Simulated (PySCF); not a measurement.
## A thermochemical cycle for NaCa

r²SCAN in PySCF with x2c-SVPall on every atom, spin-free X2C, for the lowest determinant that a PBE0 search found; no spin–orbit coupling. NaCa, a doublet (σ ↑), has De = 0.37 eV to neutral atoms, and NaCa⁺, a singlet (closed shell), has De = 0.94 eV to Na⁺ + Ca.

At the same level the Na atom ionises at 5.07 eV.

Task: What is the adiabatic ionisation energy of the molecule, and does ionisation strengthen or weaken the bond?

Result: IE = IE(Na) + De(neutral) − De(ion) = 5.07 + 0.37 − 0.94 = 4.50 eV. De changes by +0.57 eV, so ionisation strengthens the bond.

Closed-shell solutions of metal pairs were not tested for spin polarisation, which can lower them a little. Weak bonds: NaCa. Basis-set superposition, not corrected here, can be much of De in a small basis, most of all at correlated wavefunction levels. For an ion De counts to the pair picked by the measured ionisation energies or electron affinities, which need not be the lowest pair at this level. States were picked by a PBE0 search and need not be the measured ground states.
